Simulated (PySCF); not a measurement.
# Orbital picture of TlSb

TPSS at R = 3.025 Å; PySCF, scalar-relativistic core potentials, basis sets Tl cc-pVDZ-PP with ECP60, Sb cc-pVDZ-PP with ECP28. State: ³Σ⁻ (triplet), unpaired electrons π ↑↑. Only the outer orbitals are listed, counted within each symmetry, core potentials removing the inner ones.

| spin | orbital | occ. | ε (eV) | on Tl (%) | main shells (%) |
| --- | --- | --- | --- | --- | --- |
| α | 7σ | 1 | -12.75 | 10 | 89 Sb s |
| α | 8σ | 1 | -9.53 | 86 | 86 Tl s |
| α | 5π | 1 | -4.93 | 8 | 92 Sb p |
| α | 5π | 1 | -4.93 | 8 | 92 Sb p |
| α | 9σ | 1 | -4.48 | 31 | 68 Sb p, 26 Tl p |
| α | 6π | 0 | -2.18 | 92 | 92 Tl p |
| α | 6π | 0 | -2.18 | 92 | 92 Tl p |
| α | 10σ | 0 | -0.37 | 79 | 78 Tl p, 24 Sb p |
| β | 7σ | 1 | -11.59 | 21 | 78 Sb s, 18 Tl s |
| β | 8σ | 1 | -9.28 | 78 | 77 Tl s, 18 Sb s |
| β | 9σ | 1 | -4.04 | 37 | 62 Sb p, 33 Tl p |
| β | 5π | 0 | -3.48 | 28 | 72 Sb p, 27 Tl p |
| β | 5π | 0 | -3.48 | 28 | 72 Sb p, 27 Tl p |
| β | 6π | 0 | -1.83 | 72 | 72 Tl p, 27 Sb p |

Task: Which are the highest filled and the lowest empty level, where do they sit, and how wide is the gap?

Result: Highest filled β 9σ at -4.04 eV (in %: 62 Sb p, 33 Tl p); lowest empty β 5π at -3.48 eV (in %: 72 Sb p, 27 Tl p); the gap at TPSS is 0.56 eV.

* bond order (Mayer): 1.13
* ⟨S²⟩: 2.007
* charge on Tl (Mulliken, basis-dependent): 0.23
* charge on Tl (Löwdin, basis-dependent): 0.14
* dipole moment (positive dipole means Tl(−)Sb(+)): -2.59 D

Spin–orbit coupling is left out, which matters for elements this heavy, above all for dissociation energies. The state is the lowest determinant that a PBE0 search found; another state may lie lower at other levels.
